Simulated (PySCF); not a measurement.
**Bond length, frequency and bond energy of RhH by level of theory**

State: ³Δ (triplet), unpaired electrons σ ↑, δ ↑. Set-up: H x2c-TZVPPall, Rh x2c-TZVPPall; spin-free X2C with a Gaussian nucleus (PySCF 2.14). De refers to H + Rh (4d8 5s1) in their high-spin ground configurations, without counterpoise correction. The functionals are run spin-unrestricted. A positive dipole means H(−)Rh(+).

| Level | Re (Å) | ωe (cm⁻¹) | De (eV) | μ (D) |
| --- | --- | --- | --- | --- |
| UHF | 1.656 | 1644 | n/a | 3.75 |
| UHF-MP2 | 1.489 | 2197 | n/a | n/a |
| UHF-SCS-MP2 | 1.511 | 2086 | n/a | n/a |
| UHF-CCSD | 1.544 | 2023 | 2.88 | n/a |
| UHF-CCSD(T) | 1.537 | 2053 | 3.00 | n/a |
| LDA | 1.530 | 2126 | 3.81 | 1.57 |
| PBE | 1.548 | 2036 | 3.19 | 1.77 |
| PW91 | 1.547 | 2045 | 3.21 | 1.76 |
| BLYP | 1.560 | 1993 | 3.19 | 1.75 |
| BP86 | 1.549 | 2041 | 3.33 | 1.74 |
| r²SCAN | 1.548 | 2046 | 3.09 | 2.06 |
| PBE0 | 1.551 | 2008 | 2.93 | 2.20 |
| HSE06 | 1.554 | 1996 | 2.90 | 2.18 |

The bond length runs from 1.489 Å (UHF-MP2) to 1.656 Å (UHF). De spans 2.88 eV (UHF-CCSD, coupled cluster) to 3.81 eV (LDA, local density).

Correlated steps freeze 14 core orbitals. The metal atom is held in its measured ground configuration; semilocal functionals can put another filling of s and d lower by some tenths of an eV, and De to that atom would be smaller. Spin–orbit coupling is left out, which matters for elements this heavy, above all for dissociation energies. The state is the lowest single determinant that the PBE0 search found; with open d or f shells the true ground state can be another one.
